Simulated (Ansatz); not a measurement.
AlCl4, charge -1, singlet, geometry from GFN2-xTB (such geometries of metal compounds can be far from the true shape) (a gas-phase anion, which may not be bound at this level). Base run: PBE/6-31G* (Ansatz, a first-principles code).

Here is a job for Ansatz.
Ansatz 0.2 input:
```yaml
crystal:
  periodic: [false, false, false]
  atoms:
    - {symbol: Cl, position_ang: [-1.65839443, -0.37089430, -1.25730454]}
    - {symbol: Al, position_ang: [0.00000000, 0.00000000, 0.00000000]}
    - {symbol: Cl, position_ang: [0.00812152, 2.03452580, 0.57383638]}
    - {symbol: Cl, position_ang: [1.78590719, -0.44613033, -1.03930391]}
    - {symbol: Cl, position_ang: [-0.13563427, -1.21750117, 1.72277208]}
basis:
  gaussian:
    orbitals: 6-31G*
hamiltonian:
  xc: pbe
total_charge: -1
```

Variants of this job, named by their change:

```json
[
 {"change": "base", "ΔE vs base (eV)": "0.00"},
 {"change": "occupation = up:A1:17 A2:3 B1:10 B2:11 down:A1:17 A2:3 B1:10 B2:11", "ΔE vs base (eV)": "17.53"},
 {"change": "occupation = up:A1:18 A2:4 B1:10 B2:9 down:A1:18 A2:4 B1:10 B2:9", "ΔE vs base (eV)": "15.30"},
 {"change": "occupation = up:A1:17 A2:4 B1:10 B2:10 down:A1:17 A2:4 B1:10 B2:10", "ΔE vs base (eV)": "0.00"},
 {"change": "occupation = up:A1:16 A2:5 B1:10 B2:10 down:A1:16 A2:5 B1:10 B2:10", "ΔE vs base (eV)": "35.06"},
 {"change": "occupation = up:A1:18 A2:3 B1:10 B2:10 down:A1:18 A2:3 B1:10 B2:10", "ΔE vs base (eV)": "15.21"},
 {"change": "symmetry_tolerance_ang = 0.01", "ΔE vs base (eV)": "0.00"}
]
```

A gas-phase anion may not be bound at this level; its values then depend on the basis.
